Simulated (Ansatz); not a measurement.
`P[TeH]` + `SC=[Se]` → `PSC=[Se]` + H₂Te at 298.15 K and 1 bar (ligand exchange at a P–Te bond).

Calculated with Ansatz (gas phase, PBE0-D4/def2-TZVP geometries, no zero-point term in ΔE). CCSD(T)/CBS adds triple-zeta CCSD(T) − MP2 to the extrapolated MP2 energy (def2 sets, frozen cores). def2 core potentials past Kr. For Se, Te outer-core shells are correlated without core-valence functions, which leaves a few kJ/mol of doubt a bond. Scalar relativity is left out up to krypton. One conformer a species, not always the lowest.

| species | CCSD(T)/CBS energy (Eh) | H − E (kJ/mol) | S (J/(mol·K)) |
| --- | --- | --- | --- |
| `P[TeH]` | -610.46278 | 77.5 | 290.3 |
| `SC=[Se]` | -2837.70434 | 79.7 | 286.5 |
| `PSC=[Se]` | -3179.24657 | 111.1 | 339.8 |
| H₂Te | -268.91024 | 41.3 | 228.4 |

H − E and S are ideal-gas, rigid-rotor, harmonic terms from PBE0-D4/def2-TZVP, for one conformer and one mirror image of each species. 1 Eh = 2625.50 kJ/mol, R = 8.31446 J/(mol·K).

Task: By hand: ΔE, ΔH, ΔS and ΔG.

Result: ΔE = (-3179.24657) + (-268.91024) − (-610.46278) − (-2837.70434) = 0.01031 Eh = 27.1 kJ/mol. Δ(H − E) = 111.1 + 41.3 − 77.5 − 79.7 = -4.8, so ΔH = 22.3 kJ/mol. ΔS = 339.8 + 228.4 − 290.3 − 286.5 = -8.6 J/(mol·K). ΔG = 22.3 − 298.15 × (-8.6)/1000 = 24.9 kJ/mol.

Task: By hand: the equilibrium constant, and the temperature at which ΔG would vanish if ΔH and ΔS stayed fixed.

Result: log₁₀ K = −ΔG/(RT ln 10) = -4.4. ΔH and −TΔS have one sign here, so there is no such temperature.

The number of gas molecules stays the same, so ΔS is small and ΔH decides. A doubt of 5 kJ/mol in ΔE shifts log₁₀ K by 0.9 here. Other conformers and mirror images would add mixing entropy, several J/(mol·K) or more a flexible species. These are equilibria of isolated gas molecules and say nothing of rates. Largest T1 diagnostic: 0.017 (customary marks: 0.02 for closed shells, 0.045 for open ones).

ΔS is within the doubt of such terms, so its sign, and with it that verdict, could turn.
